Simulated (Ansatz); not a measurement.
Ansatz results at the PBE0-D4/def2-TZVP geometry: LUMO energy (B3LYP/def2-TZVPP) -1.49 eV; LUMO energy (PBE/def2-TZVPP) -2.22 eV; HOMO energy (PBE0/def2-TZVPP) -6.93 eV.

Each molecule was computed in one conformer, which needn't be the lowest.

(1) Which molecule gave them?
A. `F[C@H]1B[C@@H]1F`
B. `C=CC(=C)I`
C. `C[SiH2]/N=C/F`
D. `C[SiH2][Ga]([F])[Cl]`

## Answers

(1) B. The others give `C[SiH2][Ga]([F])[Cl]`: -1.92, -2.43, -8.36; `F[C@H]1B[C@@H]1F`: -2.72, -3.52, -8.11; `C[SiH2]/N=C/F`: -0.77, -1.59, -8.07.

B3LYP here is the variant with VWN-RPA as its local correlation; programs differ in this.
